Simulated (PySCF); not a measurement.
Species: C5H8O2S.
Geometry (GFN2-xTB, Å), atoms numbered from 1 in this order:
```
atom  x, y, z in Å
C1     2.602    0.758   -0.415
C2     1.836    0.067    0.194
C3     0.891   -0.753    0.886
S4    -0.413   -1.339   -0.281
O5     0.161   -2.328   -1.150
O6    -1.542   -1.728    0.521
C7    -0.876    0.115   -1.281
C8    -1.415    1.198   -0.377
H9     3.291    1.356   -0.933
H10    0.375   -0.221    1.681
H11    1.353   -1.660    1.272
H12    0.017    0.405   -1.826
H13   -1.629   -0.257   -1.972
H14   -1.902    1.980   -0.956
H15   -0.614    1.653    0.201
H16   -2.143    0.763    0.303
```

Computed with TDDFT PBE0/def2-SVPD, vertical, gas phase, core orbitals frozen in the response in PySCF.

Computed states:

```csv
state,E (eV),f
S1,6.36,0.0008
S2,6.51,0.086
S3,6.74,0.0018
S4,7.26,0.018
S5,7.29,0.0012
S6,7.41,0.033
S7,7.70,0.0035
S8,7.83,0.017
```

Each state is given a Gaussian of 0.4 eV full width at half maximum, with ε(max) = 2.175×10⁸ f / Δν̃ (Δν̃ the width in cm⁻¹). The width is an assumption, not a result. The curve ends short of the highest state used, and states not computed would add to its high-energy end.

(1) Give the broadened spectrum and its maxima.

(2) On this curve, what absorbance would a 10⁻⁴ mol/L sample give at 193 nm over a 1 cm path?

(3) Coming from long wavelengths, where does ε first pass 100 L mol⁻¹ cm⁻¹?

## Answers

(1) 
```
E (eV)  ε (L mol⁻¹ cm⁻¹)
  5.76                 0
  5.80                 1
  5.83                 2
  5.87                 5
  5.90                10
  5.93                19
  5.97                40
  6.00                68
  6.04               133
  6.07               211
  6.10               326
  6.14               555
  6.17               800
  6.21              1240
  6.24              1663
  6.27              2163
  6.31              2928
  6.34              3546
  6.38              4364
  6.41              4919
  6.44              5377
  6.48              5773
  6.51              5876
  6.55              5736
  6.58              5436
  6.61              4999
  6.65              4268
  6.68              3662
  6.72              2856
  6.75              2297
  6.78              1803
  6.82              1270
  6.85               970
  6.89               703
  6.92               594
  6.95               558
  6.99               612
  7.02               722
  7.06               953
  7.09              1182
  7.12              1448
  7.16              1845
  7.19              2156
  7.23              2556
```

Maxima: 190 nm (6.51 eV), ε about 5900, made up of S2 (99%) (ε in L mol⁻¹ cm⁻¹; maxima over ε = 5, shares over 10%). At its high-energy end, 7.23 eV, the curve is still rising (ε about 2600, from S4 and S6).

(2) 193 nm is 6.424 eV, where ε is about 5100 L mol⁻¹ cm⁻¹, so A = ε c l ≈ 0.51 (Beer–Lambert, with the gas-phase spectrum and the assumed width).

(3) At about 206 nm (6.02 eV), 0.34 eV below S1.

One conformer stands for the species.
